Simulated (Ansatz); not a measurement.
Consider the atomization: `BC(B)(C)F` → 2 B• + 2 C• + F• + 7 H•.

Calculated with Ansatz (gas phase, PBE0-D4/def2-TZVP geometries, no zero-point term in ΔE). CCSD(T)/CBS is the MP2 limit (def2-TZVPP, def2-QZVPP) plus CCSD(T) − MP2 in def2-TZVPP, frozen cores. This one scheme is used for every species, atoms too. DFT in def2-TZVPP. B3LYP here is the variant with VWN-RPA as its local correlation; programs differ in this. Open shells (•) are unrestricted, without spin–orbit coupling. Spin–orbit coupling would lower the free atoms: a little for B, C, F.

```
             level  ΔE (kJ/mol)  difference from CCSD(T)/CBS
            PBE-D4       4536.3                        122.6
         r2SCAN-D4       4475.4                         61.7
           PBE0-D4       4474.8                         61.1
          B3LYP-D4       4449.2                         35.5
           ωB97X-V       4448.2                         34.5
           ωB97M-V       4462.4                         48.7
            B2PLYP       4400.7                        -13.0
               PBE       4515.6                        101.9
            r2SCAN       4470.3                         56.6
              PBE0       4457.6                         43.9
             B3LYP       4416.1                          2.4
     HF/def2-TZVPP       3370.1                      -1043.6
    MP2/def2-TZVPP       4395.1                        -18.6
SCS-MP2/def2-TZVPP       4364.3                        -49.4
   CCSD/def2-TZVPP       4265.2                       -148.5
CCSD(T)/def2-TZVPP       4321.5                        -92.2
     HF/def2-QZVPP       3373.9                      -1039.8
    MP2/def2-QZVPP       4449.2                         35.5
SCS-MP2/def2-QZVPP       4423.8                         10.1
      HF/CBS(def2)       3374.6                      -1039.1
     MP2/CBS(def2)       4487.2                         73.5
    CCSD/CBS(def2)       4357.3                        -56.4
       CCSD(T)/CBS       4413.7                            0
```

Largest T1 diagnostic among the species: 0.014.

From PBE to PBE0 (25 % exact exchange), in def2-TZVPP and without D4, ΔE moves by −58.0 kJ/mol: exact exchange takes away binding that semilocal exchange gives to molecules. In def2-TZVPP, CCSD(T) changes the Hartree–Fock value by +951.4 kJ/mol (the triples alone add +56.4 kJ/mol) and MP2 by +1024.9 kJ/mol; breaking electron pairs costs correlation energy, which Hartree–Fock lacks. The D4 term adds +33.2 kJ/mol with B3LYP and +17.2 kJ/mol with PBE0; it sums over pairs of atoms, weighted by their polarisabilities, and B3LYP, whose exchange is more repulsive, gets the larger term.

For atomizations the MP2-based limit and the directly extrapolated one differ by several kJ/mol either way, and by 10 to 25 for some Ge, Se and Sn compounds, so smaller differences from it don't rank the levels.
